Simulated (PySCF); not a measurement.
# Tc²⁺ (technetium, charge +2) across methods

[Kr] 4d5, high-spin 6S determinant. Calculation: PySCF 2.14, in aug-cc-pVTZ-DK; scalar relativity by spin-free X2C-1e.

```
method  E (hartree)  mean ε 4p α (eV)  mean ε 4p β (eV)  mean ε 4d α (eV)  Σ⟨r²⟩ (bohr²)   ⟨S²⟩
  MN15     -4287.24           -66.153           -62.777           -26.142          30.74  8.751
r2SCAN     -4284.35           -64.411           -59.739           -24.131          30.72  8.751
   LDA     -4279.41           -62.859           -59.552           -23.900          31.08  8.750
 TPSSh     -4284.18           -64.638           -60.262           -24.434          30.80  8.750
 B97-3     -4284.04           -66.649           -61.890           -25.386          30.72  8.750
   UHF  -4282.19948           -77.110           -67.303           -30.001          30.61  8.752
   PBE     -4283.95           -62.798           -59.167           -23.807          30.98  8.750
  PBE0     -4284.03           -66.618           -61.556           -25.541          30.78  8.751
```
